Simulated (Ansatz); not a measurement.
C6H15O (SMILES CC(C)CC(C)[OH2+]), charge +1, singlet, at a GFN2-xTB geometry, with bond 21-7 at 2.4 times its length; CASSCF(2,4)/STO-3G in Ansatz (an electronic-structure program).

Here is a job for Ansatz.
Ansatz 0.2 input:
```yaml
crystal:
  periodic: [false, false, false]
  atoms:
    - {symbol: C, position_ang: [1.48883253, -1.45438160, -0.21376675]}
    - {symbol: C, position_ang: [1.39353251, -0.10529323, 0.51079573]}
    - {symbol: C, position_ang: [2.04536804, 0.99329337, -0.32626847]}
    - {symbol: C, position_ang: [-0.03874613, 0.26642096, 0.93732601]}
    - {symbol: C, position_ang: [-1.04153566, 0.41155246, -0.19366115]}
    - {symbol: C, position_ang: [-2.35360489, 1.03648154, 0.22060752]}
    - {symbol: O, position_ang: [-1.35333586, -0.99403213, -0.63813087]}
    - {symbol: H, position_ang: [0.94199620, -2.23933163, 0.31073512]}
    - {symbol: H, position_ang: [1.20343362, -1.38156351, -1.26804659]}
    - {symbol: H, position_ang: [2.52955071, -1.77253435, -0.22766311]}
    - {symbol: H, position_ang: [1.96216005, -0.19282504, 1.44060464]}
    - {symbol: H, position_ang: [1.59016201, 1.08657521, -1.31025079]}
    - {symbol: H, position_ang: [3.09764067, 0.76878244, -0.47382582]}
    - {symbol: H, position_ang: [1.97705224, 1.95310853, 0.17736499]}
    - {symbol: H, position_ang: [0.00344250, 1.21797556, 1.46688224]}
    - {symbol: H, position_ang: [-0.42088293, -0.47412848, 1.64326729]}
    - {symbol: H, position_ang: [-0.60680465, 0.94322804, -1.04437561]}
    - {symbol: H, position_ang: [-2.78224007, 0.50563678, 1.06621660]}
    - {symbol: H, position_ang: [-2.18771692, 2.06858129, 0.51348490]}
    - {symbol: H, position_ang: [-3.06832967, 1.03676807, -0.59924528]}
    - {symbol: H, position_ang: [-2.67242624, -1.01469800, -2.57692177]}
    - {symbol: H, position_ang: [-0.47289872, -1.45381397, -0.75433832]}
basis:
  gaussian:
    orbitals: STO-3G
hamiltonian:
  xc: hf
total_charge: 1
magnetization: {spin_polarized: false}
correlation: {active_space: {window: {electrons: 2, orbitals: 4}}}
```

Problem. Predict the main parts of the log of this Ansatz run.

Solution. 
```
Functional definition: HF
719 factors; integrals over basis functions are off by at most 5.1e-5 eV
mean field evaluation 1: about -8337.0714 eV, gradient 2.6e1 eV
mean field evaluation 2: about -8337.5856 eV, gradient 2.6e1 eV
mean field evaluation 4: about -8341.0070 eV, gradient 4.7e0 eV
mean field evaluation 8: about -8341.1454 eV, gradient 1.8e-1 eV
mean field -8341.14648957 eV, -306.5314796595 hartree, gradient 3.5e-6 eV, S^2 0.000000; 0 other end points of the search recorded, 0 dependent functions left out
reference -8341.14648957 eV, -306.5314796595 hartree; 29, 29 occupied and 21, 21 virtual orbitals, 719 factors
state -8345.31549799 eV, -306.6846878930 hartree
Total energy: -8345.31549799 eV, -306.6846878930 hartree
```
